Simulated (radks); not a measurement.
Question: Neutral argon, 18 electrons, occupied as [Ar]. Calculated with a radial shooting solver on a logarithmic mesh with Libxc functionals: scalar-relativistic Kohn-Sham, PBEsol, spin-polarised, spherical densities, point nucleus; hard spherical wall at 6 bohr. Some entries of the table are withheld. Estimate them.

| orbital | occ. | eigenvalue (hartree) | <1/r> (bohr^-1) | <r^2> (bohr^2) |
|---|---|---|---|---|
| 1s | 2 | -114.4881 | 17.68 | 0.009908 |
| 2s | 2 | -10.88736 | 3.548 | 0.2040 |
| 2p | 6 | -8.43272 | (1) | 0.1767 |
| 3s | 2 | -0.88399 | (2) | 2.310 |
| 3p | 6 | -0.37070 | 0.8301 | 3.282 |
| 4s | 0 | 0.12688 | 0.3684 | 13.42 |
| 3d | 0 | 0.22369 | 0.4266 | 9.732 |
| 4p | 0 | 0.26197 | 0.3808 | 14.40 |

Answer: 
(1) 2p <1/r> (bohr^-1): 3.451
(2) 3s <1/r> (bohr^-1): 0.9879
